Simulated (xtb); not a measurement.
xtb input:

```bash
xtb mol.xyz --gfn 2 --sp --chrg 1 --uhf 0
```
mol.xyz:
```
6

Mo     0.00000000    -0.00000000    -0.00000000
Br     1.98129454    -0.35443084    -1.25132459
Br     1.07684956    -0.92076683     1.96584030
Br    -1.07684956     0.92076683    -1.96584030
Br    -1.65143312    -1.69635302     0.11007987
Br    -0.32986142     2.05078386     1.14124472
```

Task: Predict the final energy.

Result: -22.23096 Eh (GFN2-xTB).

The spin state was set by rule; other spins were not relaxed.
